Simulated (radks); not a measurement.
Problem. Species: Tc. Configuration: [Kr] 4d5 5s2 (the NIST ground configuration). All-electron calculation, non-relativistic Kohn-Sham, exchange-only PBE, spin-polarised, spherical densities, point nucleus; open shells are filled with parallel spins first (spin-orbit coupling, left out, can overturn this in heavy ions); relativity is left out, which matters for an element this heavy. Program: a radial shooting solver on a logarithmic mesh with Libxc functionals. Some entries of the table are withheld. Estimate them.

orbital  occ.  eigenvalue (eV)  <r^2> (bohr^2)
1s down     1        -20319.15        0.001681
1s up       1        -20319.14        0.001681
2s up       1        -2847.310         0.02813
2s down     1        -2846.643         0.02813
2p up       3        -2628.812         0.02139
2p down     3        -2628.329         0.02138
3s up       1        -492.9874          0.2092
3s down     1        -492.6495          0.2090
3p up       3        -408.2025          0.2067
3p down     3        -407.8073          0.2065
3d up       5        -252.5763          0.1905
3d down     5        -251.9599          0.1901
4s up       1              (1)           1.344
4s down     1              (2)           1.328
4p up       3              (3)           1.617
4p down     3              (4)           1.602
4d up       5          -7.7414           3.427
5s up       1          -4.7892           12.82
4d down     0          -3.8876           4.246
5s down     1          -3.3523           17.05

Solution. 
(1) 4s up eigenvalue (eV): -69.7176
(2) 4s down eigenvalue (eV): -65.9848
(3) 4p up eigenvalue (eV): -45.0560
(4) 4p down eigenvalue (eV): -41.1097
